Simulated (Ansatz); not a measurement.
CH6AlFO2Si, SMILES `C[Si](O)(F)[AlH][OH]`, relaxed with RKS PBE-D4/def2-SVP in Ansatz 0.2.0 from a rough embedded geometry. The force threshold is 0.03 eV/Å; the program also tests the step.

The species carries charge 0 and has multiplicity 1.

Start:

```xyz
12

C    -0.981    1.041   -1.010
Si   -0.256    0.372    0.595
O    -1.535   -0.013    1.646
F     0.759    1.429    1.341
Al    1.004   -1.565    0.072
O     2.462   -1.447   -1.015
H    -0.106    1.323   -1.662
H    -1.509    1.962   -0.746
H    -1.615    0.332   -1.432
H    -1.998    0.809    1.880
H     0.568   -2.966    0.735
H     3.206   -1.279   -0.404
```

```json
{"step": "1", "energy (eV)": "-22397.1127", "largest force (eV/Å)": "2.843", "largest move (Å)": "0.000"}
{"step": "2", "energy (eV)": "-22397.4462", "largest force (eV/Å)": "1.226", "largest move (Å)": "0.195"}
{"step": "3", "energy (eV)": "-22397.5206", "largest force (eV/Å)": "0.882", "largest move (Å)": "0.158"}
{"step": "4", "energy (eV)": "-22397.5642", "largest force (eV/Å)": "0.985", "largest move (Å)": "0.164"}
{"step": "5", "energy (eV)": "-22397.6219", "largest force (eV/Å)": "0.920", "largest move (Å)": "0.100"}
{"step": "6 (rejected)", "energy (eV)": "-22397.5723", "largest force (eV/Å)": "1.950", "largest move (Å)": "0.194"}
{"step": "7", "energy (eV)": "-22397.6659", "largest force (eV/Å)": "0.733", "largest move (Å)": "0.097"}
{"step": "8", "energy (eV)": "-22397.7110", "largest force (eV/Å)": "0.594", "largest move (Å)": "0.098"}
{"step": "9", "energy (eV)": "-22397.7626", "largest force (eV/Å)": "0.272", "largest move (Å)": "0.150"}
{"step": "10", "energy (eV)": "-22397.7723", "largest force (eV/Å)": "0.189", "largest move (Å)": "0.068"}
{"step": "11", "energy (eV)": "-22397.7797", "largest force (eV/Å)": "0.238", "largest move (Å)": "0.156"}
{"step": "13", "energy (eV)": "-22397.7841", "largest force (eV/Å)": "0.091", "largest move (Å)": "0.030"}
{"step": "15", "energy (eV)": "-22397.7864", "largest force (eV/Å)": "0.150", "largest move (Å)": "0.131"}
{"step": "17", "energy (eV)": "-22397.7893", "largest force (eV/Å)": "0.227", "largest move (Å)": "0.112"}
{"step": "19", "energy (eV)": "-22397.7920", "largest force (eV/Å)": "0.169", "largest move (Å)": "0.065"}
{"step": "21", "energy (eV)": "-22397.7943", "largest force (eV/Å)": "0.102", "largest move (Å)": "0.079"}
{"step": "23", "energy (eV)": "-22397.7961", "largest force (eV/Å)": "0.088", "largest move (Å)": "0.086"}
{"step": "25", "energy (eV)": "-22397.7974", "largest force (eV/Å)": "0.229", "largest move (Å)": "0.161"}
{"step": "27 (rejected)", "energy (eV)": "-22397.7965", "largest force (eV/Å)": "0.334", "largest move (Å)": "0.031"}
{"step": "29", "energy (eV)": "-22397.7997", "largest force (eV/Å)": "0.024", "largest move (Å)": "0.047"}
{"step": "31", "energy (eV)": "-22397.8002", "largest force (eV/Å)": "0.076", "largest move (Å)": "0.134"}
{"step": "33", "energy (eV)": "-22397.8006", "largest force (eV/Å)": "0.018", "largest move (Å)": "0.049"}
{"step": "35", "energy (eV)": "-22397.8008", "largest force (eV/Å)": "0.032", "largest move (Å)": "0.010"}
{"step": "37", "energy (eV)": "-22397.8009", "largest force (eV/Å)": "0.010", "largest move (Å)": "0.006"}
```

End:

```xyz
12

C    -1.336    1.071   -0.997
Si   -0.106    0.416    0.269
O    -0.842    0.190    1.767
F     1.046    1.601    0.420
Al    1.069   -1.714   -0.133
O     2.701   -1.901    0.396
H    -0.845    1.244   -1.977
H    -1.764    2.041   -0.663
H    -2.170    0.357   -1.149
H    -1.429    0.908    2.070
H     0.482   -3.017   -0.847
H     3.195   -1.195    0.843
```

It took 100 s on 2 threads of an AMD EPYC 7R13 on a shared host, with 0.22 GiB of host memory at the peak.
